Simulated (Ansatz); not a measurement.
Start from `CC(C)[O][Ge][OH]` and change one atom or group to get `CC(C)OB(N)F`.

Ansatz, PBE0-D4/def2-TZVP geometries, multiplicity 1. Each molecule was computed in one conformer, which needn't be the lowest.

Scalar relativity is left out up to krypton.

```json
{"property": "HOMO–LUMO gap (PBE/def2-TZVPP) / eV", "`CC(C)[O][Ge][OH]`": "3.78"}
{"property": "size of the dipole moment (PBE/def2-TZVPP) / D", "`CC(C)[O][Ge][OH]`": "2.29"}
{"property": "size of the dipole moment (B3LYP/def2-TZVPP) / D", "`CC(C)[O][Ge][OH]`": "2.36"}
{"property": "HOMO–LUMO gap (ωB97M-V/def2-TZVPP) / eV", "`CC(C)[O][Ge][OH]`": "9.91"}
{"property": "HOMO energy (B3LYP/def2-TZVPP) / eV", "`CC(C)[O][Ge][OH]`": "-7.04"}
{"property": "LUMO energy (PBE0/def2-TZVPP) / eV", "`CC(C)[O][Ge][OH]`": "-1.47"}
```

Problem. What does the change do to each property? (An estimate is asked.)

Solution. Computed: 
```json
{"property": "HOMO–LUMO gap (PBE/def2-TZVPP) / eV", "`CC(C)OB(N)F`": "6.26", "shift": "2.48"}
{"property": "size of the dipole moment (PBE/def2-TZVPP) / D", "`CC(C)OB(N)F`": "0.80", "shift": "-1.49"}
{"property": "size of the dipole moment (B3LYP/def2-TZVPP) / D", "`CC(C)OB(N)F`": "0.77", "shift": "-1.59"}
{"property": "HOMO–LUMO gap (ωB97M-V/def2-TZVPP) / eV", "`CC(C)OB(N)F`": "12.17", "shift": "2.26"}
{"property": "HOMO energy (B3LYP/def2-TZVPP) / eV", "`CC(C)OB(N)F`": "-7.35", "shift": "-0.31"}
{"property": "LUMO energy (PBE0/def2-TZVPP) / eV", "`CC(C)OB(N)F`": "0.94", "shift": "2.41"}
```

With PBE0 the HOMO falls by 0.39 eV and the LUMO rises by 2.41 eV, so the gap widens by about 2.80 eV. PBE moves the HOMO by -0.12 eV and ωB97M-V by -0.54 eV. Dipoles are sizes alone; their direction can turn.

B3LYP here is the variant with VWN-RPA as its local correlation; programs differ in this.
